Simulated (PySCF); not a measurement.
AsOF₃, singlet: data card

Level of theory: PySCF, PBE0, basis As def2-TZVP, O def2-TZVP, F def2-TZVP (no relativity, density fitting).

The structure is a minimum.

Z-matrix (Å, degrees; charge 0 multiplicity 1):
```
As
O  1 1.5868
F  1 1.6804 2 118.34
F  1 1.6804 2 118.34 3 -120.00
F  1 1.6804 2 118.34 3 120.00
```

```json
{"Point group": "C3v", "Bond lengths": "As–F 1.680 Å (×3), As–O 1.587 Å", "Bond angles": "F–As–F 99.3° (×3), F–As–O 118.3° (×3)", "Principal polarisabilities": "26.1, 26.1, 32.1 bohr³", "Dipole moment": "1.27 D", "Principal quadrupole moments (Buckingham, traceless) about the centre of mass": "-4.78, 2.39, 2.39 D Å", "Rotational symmetry number": "3", "Atomisation energy without zero-point energy": "1621 kJ/mol", "Heat capacity Cp at 298.15 K": "78.7 J/(mol K)", "Lowest empty level": "-2.18 eV", "Highest occupied level": "-10.27 eV", "Zero-point energy": "28.9 kJ/mol", "Entropy at 298.15 K and 1 bar": "306.2 J/(mol K)", "Enthalpy at 298.15 K above 0 K": "16.42 kJ/mol", "Rotational constants": "0.1352, 0.1238, 0.1238 cm⁻¹"}
```

Harmonic modes (masses in u: As 74.922, O 15.995, F 18.998):
```json
{"symmetry": "e", "ω (cm⁻¹)": "243", "IR (km/mol, summed over degenerate members)": "1.4", "μ (u)": "18.30"}
{"symmetry": "e", "ω (cm⁻¹)": "312", "IR (km/mol, summed over degenerate members)": "87.5", "μ (u)": "21.59"}
{"symmetry": "a1", "ω (cm⁻¹)": "330", "IR (km/mol, summed over degenerate members)": "33.9", "μ (u)": "22.25"}
{"symmetry": "a1", "ω (cm⁻¹)": "760", "IR (km/mol, summed over degenerate members)": "45.2", "μ (u)": "19.76"}
{"symmetry": "e", "ω (cm⁻¹)": "779", "IR (km/mol, summed over degenerate members)": "239", "μ (u)": "23.08"}
{"symmetry": "a1", "ω (cm⁻¹)": "1080", "IR (km/mol, summed over degenerate members)": "88.7", "μ (u)": "19.31"}
```

In C3v the vibrations span 3e + 3a1.

Charges (e):
```json
{"atom": "As1", "Mulliken": "1.34", "Löwdin": "0.56", "polar tensor": "2.39", "Mayer order to As1": "–"}
{"atom": "O2", "Mulliken": "-0.50", "Löwdin": "-0.31", "polar tensor": "-0.63", "Mayer order to As1": "1.98"}
{"atom": "F3,4,5", "Mulliken": "-0.28", "Löwdin": "-0.08", "polar tensor": "-0.59", "Mayer order to As1": "1.03"}
```

Mulliken populations on As1: s 7.08, p 13.71, d 10.69, f 0.18.

Counting electrons, arsenic keeps none of its valence electrons outside its bonds, so the VSEPR class is AX4 and the expected shape is tetrahedral; with unlike ligands the computed point group is C3v.

Only a few start shapes were tried, so a lower isomer may exist.

The final relaxation and frequency run took 45 s on 4 threads of a shared Arm Neoverse V2 host, with 172 basis functions and 11 gradients; the process peaked at 1.9 GiB.
